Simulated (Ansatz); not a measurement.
Reaction (substitution at a C–Al bond): `F/[C]([AlH2])=C\[SiH3]` + H₂S → `F/C(S)=C\[SiH3]` + `[AlH3]`

Gas-phase electronic energies from Ansatz, PBE0-D4/def2-TZVP geometries. CCSD(T)/CBS adds triple-zeta CCSD(T) − MP2 to the extrapolated MP2 energy (def2 sets, frozen cores). This one scheme is used for every species. Double bonds are as drawn, so ΔE can hold a change between cis and trans. Functionals use def2-TZVPP. B3LYP here is the variant with VWN-RPA as its local correlation; programs differ in this. Each species was taken in one conformer, which may not be the lowest.

`F/[C]([AlH2])=C\[SiH3]`:

Cartesian coordinates in Å:
```
F -0.648 -0.218 1.642
C 0.341 -0.216 0.704
Al 2.157 -0.698 1.268
C -0.003 0.115 -0.541
Si -1.741 0.571 -1.059
H 3.247 -0.675 0.121
H 2.473 -1.078 2.770
H 0.801 0.109 -1.272
H -2.218 1.762 -0.309
H -2.676 -0.557 -0.814
H -1.734 0.885 -2.511
```

H₂S:

Cartesian coordinates in Å:
```
S 0.336 -0.391 0.344
H -0.977 -0.136 0.243
H 0.641 0.526 -0.586
```

`F/C(S)=C\[SiH3]`:

```xyz
10

F    -1.593   -0.529    0.644
C    -0.283   -0.568    0.913
S     0.095   -1.490    2.351
C     0.607   -0.009    0.103
Si    0.212    0.792   -1.525
H    -1.045   -1.193    2.997
H     1.638   -0.046    0.441
H    -1.110    0.348   -2.027
H     0.211    2.274   -1.393
H     1.268    0.422   -2.504
```

`[AlH3]`:

Z-matrix (Å, degrees):
```
Al
H 1 1.586
H 1 1.586 2 120.0
H 1 1.586 2 120.0 3 -179.9
```

```csv
level,ΔE (kJ/mol),difference from CCSD(T)/CBS
PBE-D4,43.1,-10.3
r2SCAN-D4,45.2,-8.2
PBE0-D4,44.4,-9.0
B3LYP-D4,49.1,-4.3
ωB97X-V,47.6,-5.8
ωB97M-V,50.5,-2.9
B2PLYP,50.6,-2.8
PBE,43.9,-9.5
r2SCAN,45.3,-8.1
PBE0,44.9,-8.5
B3LYP,50.4,-3.0
HF/def2-TZVPP,53.9,0.5
MP2/def2-TZVPP,48.6,-4.8
SCS-MP2/def2-TZVPP,49.4,-4.0
CCSD/def2-TZVPP,54.4,1.0
CCSD(T)/def2-TZVPP,52.9,-0.5
HF/def2-QZVPP,54.4,1.0
MP2/def2-QZVPP,49.0,-4.4
SCS-MP2/def2-QZVPP,50.0,-3.4
HF/CBS(def2),54.4,1.0
MP2/CBS(def2),49.0,-4.4
CCSD/CBS(def2),54.8,1.4
CCSD(T)/CBS,53.4,0
```

Largest T1 diagnostic among the species: 0.013.
